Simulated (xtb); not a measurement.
C5H10NO (SMILES CN1CCCC1=[OH+]), charge +1, singlet, at a GFN2-xTB geometry; xtb 6.7.1 with GFN2-xTB.

Here is a job for xtb.
```
$ xtb mol.xyz --gfn 2 --chrg 1 --etemp 10000 --json

# file mol.xyz
17

C      2.10172816    -0.11636794    -0.20052180
N      0.67703693    -0.22106954    -0.04178917
C      0.04846976    -1.50407913     0.23210954
C     -1.39605597    -1.14122179     0.60153738
C     -1.57991888     0.27308340     0.02868903
C     -0.17952538     0.74158953    -0.16036381
O      0.19972982     1.95611527    -0.43710599
H      2.37327296     0.90753882    -0.44696117
H      2.59809946    -0.41116041     0.72464145
H      2.43317282    -0.78313244    -0.99716064
H      0.10500567    -2.12856192    -0.66458920
H      0.57798866    -2.01495197     1.03726742
H     -2.11083865    -1.84917096     0.19176869
H     -1.51951423    -1.12731204     1.68350389
H     -2.15257153     0.92786943     0.68658742
H     -2.08783645     0.25790686    -0.94100290
H     -0.52206201     2.60151492    -0.49338490
```

Output, abridged:

```
   ID    Z sym.   atoms
    1    6 C      1, 3-6
    2    7 N      2
    3    8 O      7
    4    1 H      8-17

           -------------------------------------------------
          |                Calculation Setup                |
           -------------------------------------------------

           -------------------------------------------------
          |                 G F N 2 - x T B                 |
           -------------------------------------------------

          ...................................................
          :                      SETUP                      :
          :.................................................:
          :  # basis functions                  38          :
          :  # atomic orbitals                  38          :
          :  # shells                           24          :
          :  # electrons                        40          :
          :  max. iterations                   250          :
          :  Hamiltonian                  GFN2-xTB          :
          :  restarted?                      false          :
          :  GBSA solvation                  false          :
          :  PC potential                    false          :
          :  electronic temp.        10000.0000000     K    :
          :  accuracy                    1.0000000          :
          :  -> integral cutoff          0.2500000E+02      :
          :  -> integral neglect         0.1000000E-07      :
          :  -> SCF convergence          0.1000000E-05 Eh   :
          :  -> wf. convergence          0.1000000E-03 e    :
          :  Broyden damping             0.4000000          :
          :  net charge                          1          :
          :  unpaired electrons                  0          :
          ...................................................

 iter      E             dE          RMSdq      gap      omega  full diag
   1    -22.6586917 -0.226587E+02  0.335E+00    5.05       0.0  T
   2    -22.7031638 -0.444721E-01  0.210E+00    4.60       1.0  T
   3    -22.7051491 -0.198530E-02  0.977E-01    4.59       1.0  T
   4    -22.7055415 -0.392357E-03  0.164E-01    4.45       1.0  T
   5    -22.7056836 -0.142123E-03  0.841E-02    4.53       1.0  T
   6    -22.7057218 -0.381759E-04  0.368E-02    4.51       1.0  T
   7    -22.7057241 -0.225992E-05  0.118E-02    4.52       2.1  T
   8    -22.7057247 -0.654929E-06  0.321E-03    4.52       7.5  T
[...]
         :: total energy             -22.419229207968 Eh    ::
[...]
 Mol. α(0) /au        :         66.834852

Wiberg/Mayer (AO) data.
largest (>0.10) Wiberg bond orders for each atom

 ---------------------------------------------------------------------------
     #   Z sym  total        # sym  WBO       # sym  WBO       # sym  WBO
 ---------------------------------------------------------------------------
     1   6 C    3.896 --     2 N    0.994     8 H    0.959    10 H    0.948
                             9 H    0.948
     2   7 N    3.525 --     6 C    1.405     1 C    0.994     3 C    0.971
     3   6 C    3.912 --     4 C    0.998     2 N    0.971    12 H    0.950
                            11 H    0.942
     4   6 C    3.932 --     3 C    0.998     5 C    0.996    13 H    0.957
                            14 H    0.956
     5   6 C    3.951 --     6 C    1.012     4 C    0.996    15 H    0.943
                            16 H    0.926
     6   6 C    3.719 --     2 N    1.405     7 O    1.205     5 C    1.012
     7   8 O    2.216 --     6 C    1.205    17 H    0.846
     8   1 H    0.975 --     1 C    0.959
     9   1 H    0.968 --     1 C    0.948
    10   1 H    0.968 --     1 C    0.948
    11   1 H    0.966 --     3 C    0.942
    12   1 H    0.972 --     3 C    0.950
    13   1 H    0.973 --     4 C    0.957
    14   1 H    0.970 --     4 C    0.956
    15   1 H    0.972 --     5 C    0.943
    16   1 H    0.963 --     5 C    0.926
    17   1 H    0.867 --     7 O    0.846
 ---------------------------------------------------------------------------

Topologies differ in total number of bonds
Writing topology from bond orders to xtbtopo.mol

molecular dipole:
                 x           y           z       tot (Debye)
 q only:       -0.226      -0.027      -0.016
   full:       -0.381       0.121      -0.058       1.026
molecular quadrupole (traceless):
                xx          xy          yy          xz          yz          zz
 q only:        4.536      -3.284       3.490      -0.703      -2.326      -8.026
  q+dip:        3.058      -5.357       3.221       0.334      -1.419      -6.278
   full:        3.348      -5.122       3.452       0.087      -1.710      -6.800

           -------------------------------------------------
          | TOTAL ENERGY              -22.419229207968 Eh   |
          | GRADIENT NORM               0.040648272579 Eh/α |
          | HOMO-LUMO GAP               4.517318180078 eV   |
           -------------------------------------------------

normal termination of xtb
```
